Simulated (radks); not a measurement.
Results of a calculation; reference values are marked as such.
The iridium ion Ir2+, 75 electrons, occupied as [Xe] 4f14 5d7.

Code: a radial shooting solver on a logarithmic mesh with Libxc functionals. Model: scalar-relativistic Kohn-Sham, PBE, spin-polarised, spherical densities, point nucleus; open shells are filled with parallel spins first (spin-orbit coupling, left out, can overturn this in heavy ions).

Energy parts (eV):
part                       energy
total                  -485086.54
kinetic                 539449.74
electron-nucleus      -1202544.48
Hartree                 187414.03
exchange-correlation     -9405.83

Orbitals (lengths in bohr, moments of r in powers of bohr):
\begin{tabular}{lrrr}
orbital & occ. & eigenvalue (eV) & <1/r> \\ \hline
1s down & 1 & -76156.43 & 92.25 \\
1s up & 1 & -76156.43 & 92.25 \\
2s up & 1 & -13336.65 & 21.60 \\
2s down & 1 & -13336.46 & 21.60 \\
2p up & 3 & -11586.83 & 19.36 \\
2p down & 3 & -11586.68 & 19.36 \\
3s up & 1 & -3132.801 & 8.006 \\
3s down & 1 & -3132.736 & 8.006 \\
3p up & 3 & -2621.252 & 7.338 \\
3p down & 3 & -2621.178 & 7.338 \\
3d up & 5 & -2058.722 & 6.917 \\
3d down & 5 & -2058.589 & 6.917 \\
4s up & 1 & -682.2301 & 3.419 \\
4s down & 1 & -682.0516 & 3.419 \\
4p up & 3 & -514.4844 & 3.095 \\
4p down & 3 & -514.3198 & 3.094 \\
4d up & 5 & -308.6221 & 2.766 \\
4d down & 5 & -308.4308 & 2.766 \\
5s up & 1 & -116.2400 & 1.373 \\
5s down & 1 & -114.8264 & 1.381 \\
4f up & 7 & -79.8831 & 2.314 \\
4f down & 7 & -79.5721 & 2.318 \\
5p up & 3 & -73.1765 & 1.162 \\
5p down & 3 & -71.3751 & 1.169 \\
5d up & 5 & -25.2912 & 0.8043 \\
5d down & 2 & -23.2200 & 0.7998 \\
\end{tabular}

The highest occupied level is 5d down at -23.220 eV. Spin moment in Bohr magnetons: 3.
